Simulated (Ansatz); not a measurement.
Ansatz (a program for electronic structure) input (MP2/6-31G*):

Ansatz 0.2 input:
```yaml
crystal:
  periodic: [false, false, false]
  atoms:
    - {symbol: C, position_ang: [-1.37308800, -0.06811400, 0.02920800]}
    - {symbol: C, position_ang: [0.09606700, -0.07983600, 0.33989700]}
    - {symbol: F, position_ang: [0.74318600, -0.99023900, -0.45604100]}
    - {symbol: F, position_ang: [0.64842300, 1.14679300, 0.07269500]}
    - {symbol: H, position_ang: [-1.80041500, -1.05106100, 0.22648500]}
    - {symbol: H, position_ang: [-1.52042400, 0.18509700, -1.02062000]}
    - {symbol: H, position_ang: [-1.87675600, 0.67054400, 0.65243700]}
    - {symbol: H, position_ang: [0.33522900, -0.32587100, 1.37717900]}
basis:
  gaussian:
    orbitals: 6-31G*
magnetization: {spin_polarized: false}
correlation: {method: mp2, electrons: outside_noble_gas}
```

Output:

```
Functional definition: HF
integrals: 0.02 GiB planned
668 factors; integrals over basis functions are off by at most 6.9e-4 eV
mean field: 0.16 GiB planned
mean field evaluation 1: about -7533.6101 eV, gradient 3.3e1 eV
mean field evaluation 2: about -7533.6152 eV, gradient 3.4e1 eV
mean field evaluation 4: about -7535.9714 eV, gradient 3.1e0 eV
mean field evaluation 8: about -7536.0008 eV, gradient 1.3e-4 eV
mean field -7536.00081086 eV, -276.9429217143 hartree, gradient 3.3e-6 eV, S^2 0.000000; 0 other end points of the search recorded, 0 dependent functions left out
4 core orbitals not correlated
reference -7536.00081086 eV, -276.9429217143 hartree; 13, 13 occupied and 51, 51 virtual orbitals, 668 factors
second order -16.33705668 eV of doubles, -0.00000000 eV of singles
Total energy: -7552.33786754 eV, -277.5432974736 hartree
```

The geometry given is a B3LYP-D3(BJ)/def2-TZVP minimum.
